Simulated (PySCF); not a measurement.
Ga(I)2(OH) (GaHI₂O), SMILES [OH][Ga]([I])[I]. Geometry: r2SCAN-D4/def2-SVP. The structure was generated by enumeration; whether it is a known compound was not checked. The def2 effective core potentials stand for the cores of I; spin–orbit coupling is left out. The values are those of a single conformer.

**Question.** Give the equilibrium geometry at r2SCAN-D4/def2-SVP (PySCF confirms it by a frequency run) as a Z-matrix, and its point group. (The exact figures need the calculation; the answer reports its results.)

**Answer.** This is not unique; one that fits is point group Cs.
```
Ga
O 1 1.7741
H 2 0.9679 1 113.40
I 1 2.4619 2 116.58 3 180.00
I 1 2.4802 2 120.57 3 0.00
```
